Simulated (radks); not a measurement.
Values are calculated unless marked as measured or tabulated.
How relativity changes the ionisation of neutral antimony ([Kr] 4d10 5s2 5p3) to Sb+ ([Kr] 4d10 5s2 5p2). Spin-unpolarised spherical Kohn-Sham, LDA (Slater exchange, Perdew-Wang correlation), point nucleus unless stated (finite: rms radius 4.6802 fm), a radial shooting solver on a logarithmic mesh with Libxc functionals. A level marked "c x" has the speed of light scaled by that factor and shares open shells by 2j + 1; other Dirac levels either fill j = l - 1/2 first or share by 2j + 1.

level,E(Sb) (hartree),E(Sb+) (hartree),IE (eV),HOMO,<r> HOMO (bohr)
non-rel.,-6310.35546,-6310.04106,8.555,5p,2.920
scalar-rel.,-6475.96768,-6475.65477,8.515,5p,2.904
"scalar-rel., finite nucleus",-6475.78617,-6475.47325,8.515,5p,2.904
"Dirac, 2j+1 shares",-6478.01022,-6477.69667,8.532,5p3/2,2.951
"Dirac, low j first",-6478.03330,-6477.73392,8.146,5p3/2,2.967
"Dirac, 2j+1 shares, finite nucleus",-6477.82813,-6477.51458,8.532,5p3/2,2.951
"Dirac, c x 1.5",-6382.00386,-6381.68993,8.543,5p3/2,2.933
"Dirac, c x 3",-6327.87147,-6327.55720,8.552,5p3/2,2.923
"Dirac, c x 5",-6316.63187,-6316.31751,8.554,5p3/2,2.921

NIST Atomic Spectra Database: 8.608 eV (measured). The relativistic part of the total energy of Sb is -167.5 hartree (Dirac, 2j+1 shares, finite nucleus), 2.7 % of the non-relativistic value. Spin polarisation and multiplet splitting of open shells are left out at every level.

Beside tabulated values, note that relativity, absent from the non-relativistic runs, is large for the heavy elements, and spin-unpolarised runs miss the spin-polarisation part of the exchange energy of open shells.
